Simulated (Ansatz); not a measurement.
Consider the ligand exchange at a B–C bond: `CB[SiH2]C` + `C#CS` → `C#CSB[SiH2]C` + CH₄.

Computed with Ansatz on PBE0-D4/def2-TZVP structures; ΔE is electronic, products minus reactants. CBS: MP2 limit from def2 TZ/QZ plus the TZ coupled-cluster correction, frozen cores. This one scheme is used for every species. Functionals use def2-TZVPP. B3LYP here is the variant with VWN-RPA as its local correlation; programs differ in this. One conformer a species, not always the lowest.

Q: Is it downhill or uphill in electronic energy at CCSD(T)/CBS, and by how much? (An estimate is asked.)

A: Ansatz gave: Downhill: ΔE = -79.9 kJ/mol.

Q: What do these levels give: B3LYP-D4, PBE0, B3LYP, MP2/def2-TZVPP, SCS-MP2/def2-QZVPP, MP2/CBS(def2)? (Estimate.)

A: The calculation gave: B3LYP-D4 -66.7, PBE0 -84.5, B3LYP -52.1, MP2/def2-TZVPP -108.3, SCS-MP2/def2-QZVPP -83.7, MP2/CBS(def2) -108.9 kJ/mol.

Largest T1 diagnostic among the species: 0.013.

In def2-TZVPP, CCSD(T) changes the Hartree–Fock value by −82.0 kJ/mol (the triples alone add −18.3 kJ/mol) and MP2 by −110.9 kJ/mol. The D4 term adds −14.7 kJ/mol with B3LYP and −7.9 kJ/mol with PBE0; it sums over pairs of atoms, weighted by their polarisabilities, and B3LYP, whose exchange is more repulsive, gets the larger term.
